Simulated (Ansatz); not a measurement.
Mulliken charges of C3H5FTe, SMILES `C[Te]/C=C/F` from r2SCAN/def2-TZVPP in Ansatz (PBE0-D4/def2-TZVP geometry).

| atom | x (Å) | y (Å) | z (Å) | charge (e) |
| --- | --- | --- | --- | --- |
| C1 | -1.851 | 0.493 | 0.605 | -0.352 |
| Te2 | -0.137 | -0.434 | 1.488 | 0.138 |
| C3 | 0.870 | -0.764 | -0.311 | -0.245 |
| C4 | 1.980 | -0.098 | -0.577 | 0.142 |
| F5 | 2.704 | -0.337 | -1.675 | -0.188 |
| H6 | -2.537 | 0.729 | 1.417 | 0.106 |
| H7 | -2.326 | -0.199 | -0.087 | 0.107 |
| H8 | -1.549 | 1.406 | 0.096 | 0.110 |
| H9 | 0.516 | -1.531 | -0.992 | 0.082 |
| H10 | 2.413 | 0.682 | 0.039 | 0.100 |

By hand: the dipole of these point charges (1 e Å = 4.8032 D).

Σ q r = (-0.212, 0.156, 0.376) e Å, of length 0.459 e Å = 2.20 D.

How does the dipole of the full density compare? (Best estimate.)

The calculation gave: (-0.237, 0.149, 0.017) e Å, 1.35 D; the point charges give 1.63 times that, at 52° from its direction.

Point charges leave out the atoms' own dipoles, such as those of lone pairs, and Mulliken's split depends on the basis, so the two needn't agree.
